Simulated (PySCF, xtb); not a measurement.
[5]radialene (C10H10), SMILES C=C1C(C(=C)C(=C)C1=C)=C.

GFN2-xTB (xtb 6.7.1) at its own geometry gives an orbital gap of 2.69 eV and a dipole moment of 0.00 D.

The structure is a stationary point at PBE0-D3(BJ)/def2-SVP.

Problem. What does PBE/def2-SVP (PySCF) give? (Estimate from the structure and the level; the computed values follow.)

Solution. gap 2.35 eV (levels -5.32 and -2.96 eV), dipole 0.00 D.
